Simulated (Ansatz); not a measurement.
Two isomers of C2H7BO2: A = `BCOCO`, B = `CB(O)CO`.

Isolated molecules relaxed with PBE0-D4/def2-TZVP in Ansatz; ΔE leaves out vibrations. CCSD(T)/CBS is the MP2 limit (def2-TZVPP, def2-QZVPP) plus CCSD(T) − MP2 in def2-TZVPP, frozen cores. Functionals use def2-TZVPP. B3LYP here is the variant with VWN-RPA as its local correlation; programs differ in this. One conformer a species, not always the lowest.

A:

```xyz
12

B    -2.161   -0.316   -0.019
C    -0.732    0.205   -0.279
O     0.297   -0.730   -0.025
C     1.576   -0.198   -0.157
O     1.886    0.747    0.826
H    -3.073    0.411   -0.288
H    -2.371   -1.391    0.457
H    -0.609    1.104    0.354
H    -0.657    0.596   -1.310
H     2.255   -1.056   -0.124
H     1.687    0.331   -1.112
H     1.903    0.296    1.676
```

B:

Z-matrix (Å, degrees):
```
C
B 1 1.571
H 1 1.094 2 110.3
H 1 1.097 2 110.3 3 -116.5
H 1 1.093 2 114.4 3 122.6
O 2 1.361 1 122.7 3 -128.6
C 2 1.579 1 122.2 3 52.1
H 6 0.960 2 113.4 1 0.6
O 7 1.422 2 116.4 1 -4.4
H 7 1.103 2 109.5 1 122.5
H 7 1.096 2 108.4 1 -123.9
H 9 0.959 7 108.4 2 49.0
```

Question: Which isomer does CCSD(T)/CBS put lower? Give the gap. (Estimate.)

Answer: Computed: B, by 65.8 kcal/mol.

Question: Give E(B) − E(A) in kcal/mol with B2PLYP, HF/def2-TZVPP, B3LYP-D4, PBE0-D4, PBE-D4, CCSD/def2-TZVPP, ωB97M-V. (Estimate.)

Answer: The calculation gave: B2PLYP -64.7, HF/def2-TZVPP -60.8, B3LYP-D4 -64.1, PBE0-D4 -65.1, PBE-D4 -64.5, CCSD/def2-TZVPP -64.8, ωB97M-V -65.2. None reverses the order clearly.

Largest T1 diagnostic: 0.012.

In def2-TZVPP, CCSD(T) changes the Hartree–Fock value by −4.2 kcal/mol (the triples alone add −0.2 kcal/mol) and MP2 by −6.2 kcal/mol.
